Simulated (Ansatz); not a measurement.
CH₉BSiSn (`[SiH3]B[CH2][SnH3]`), relaxed with RKS PBE0-D4/def2-TZVP in Ansatz 0.2.0 from a PBE-D4/def2-SVP geometry. The force threshold is 0.005 eV/Å; the program also tests the step.

Charge 0, multiplicity 1. Sn: def2 effective core potential.

Start:

```xyz
13

Si   -0.098    1.839    1.076
B    -0.326   -0.173    1.010
C     0.720   -1.107    0.417
Sn   -0.175   -1.030   -1.649
H    -1.259    2.568    0.440
H    -0.040    2.302    2.516
H     1.164    2.326    0.398
H    -1.384   -0.644    1.404
H     0.675   -2.194    0.632
H     1.756   -0.755    0.243
H    -0.445    0.589   -2.175
H    -1.629   -1.952   -1.685
H     1.040   -1.771   -2.625
```

(1) How much energy does the relaxation release, and in how many steps? (Estimate.)

(2) Which bonds change most? (An estimate is asked.)

(3) Give the relaxed structure. (Estimate.)

Answers

(1) Computed: 0.06 eV, in 33 steps, 3 of them rejected.

(2) Computed: C3–Sn4 from 2.254 to 2.219 Å; Sn4–H13 from 1.726 to 1.702 Å; B2–H8 from 1.223 to 1.202 Å; Si1–H5 from 1.511 to 1.490 Å.

(3) The calculation gave: 
```xyz
13

Si    0.068    1.849    0.976
B    -0.440   -0.103    0.956
C     0.522   -1.180    0.513
Sn   -0.173   -1.036   -1.589
H    -1.007    2.746    0.463
H     0.354    2.263    2.382
H     1.301    2.122    0.178
H    -1.563   -0.416    1.251
H     0.326   -2.222    0.766
H     1.588   -0.964    0.433
H    -1.301    0.220   -1.828
H    -0.890   -2.533   -1.967
H     1.214   -0.746   -2.532
```
